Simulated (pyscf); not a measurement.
This saddle point was located with ωB97X-D3(BJ)/def2-SVP in PySCF.

```xyz
8

C     -0.0506     0.3040    -0.4692
C      0.4788    -0.1366     0.7305
C     -0.7955    -0.8059     1.0285
H     -0.0640     1.3619    -0.7821
H     -0.4305    -0.4050    -1.2143
H      1.0219     0.5091     1.4257
H     -1.0286    -1.8117     0.6609
H     -1.5518    -0.2974     1.6350
```
Charge 0, spin multiplicity 2.

Surface: doublet, charge 0. Lowest wavenumbers (cm⁻¹): 1047i, 585, 603, 640, 793.

### Question
Name the species on either side of this saddle.

### Answer
•H₂C–CH=CH₂ <-> cyclic C₃H₅ (SMILES [CH]1CC1) [doublet], a ring closure read from left to right: none broken and C–C formed. At CCSD(T)/def2-TZVPP + ΔMP2(QZVPP) it lies +2.32 eV from the left side and +1.08 eV from the right (each side as separated species at their lowest minima found). This is the saddle that the search found; another between the same sides may lie lower. The CCSD(T) − MP2 part came from Ansatz, without density fitting, on the same reference. A UHF reference is spin-contaminated (<S²> up to 1.15), which harms MP2 most.
